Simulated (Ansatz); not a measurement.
This geometry of CH6BFGeS (11 atoms, charge 0, multiplicity 1) is a first-order saddle point.

Method: RKS PBE0/def2-mTZVP (Ansatz 0.2.0).

```xyz
11
Properties=species:S:1:pos:R:3
B -0.938 1.432 1.363
C -0.194 1.044 0.054
S 1.381 0.097 0.238
Ge 0.883 -1.780 -0.775
F 0.672 -1.486 -2.489
H -0.524 1.158 2.446
H -1.960 2.045 1.255
H 0.053 1.968 -0.486
H -0.881 0.534 -0.632
H -0.486 -2.320 -0.333
H 2.059 -2.749 -0.620
```

(1) Which two structures does it join? (They come from a converged band through this point; their orientation in space is the band's.)

(2) How far does it lie above each of them?

## Answers

(1) No bond is made or broken. The dihedral H9–C2–S3–Ge4 goes from 57 to -65°.

Image 0:

```xyz
11
Properties=species:S:1:pos:R:3
B -0.703 1.754 1.434
C -0.464 0.656 0.360
S 1.018 -0.381 0.665
Ge 0.909 -1.736 -1.059
F 1.123 -0.805 -2.528
H 0.013 1.903 2.376
H -1.651 2.467 1.293
H -0.388 1.146 -0.618
H -1.369 0.036 0.297
H -0.488 -2.358 -1.215
H 2.064 -2.738 -0.984
```

Image 6:

```xyz
11
Properties=species:S:1:pos:R:3
B -1.117 0.985 0.982
C -0.032 1.270 -0.093
S 1.573 0.371 -0.017
Ge 0.884 -1.663 -0.460
F 0.403 -1.756 -2.142
H -0.924 0.281 1.925
H -2.171 1.538 0.867
H 0.234 2.330 0.037
H -0.432 1.232 -1.111
H -0.402 -2.007 0.308
H 2.049 -2.638 -0.274
```

(2) 7.7 kJ/mol above the first and 4.2 kJ/mol above the second. This is the barrier of this one path; another mechanism may lie lower.

Run time: 2.3 min on 2 threads of Arm Neoverse V2, on a shared host, peak memory 0.32 GiB.
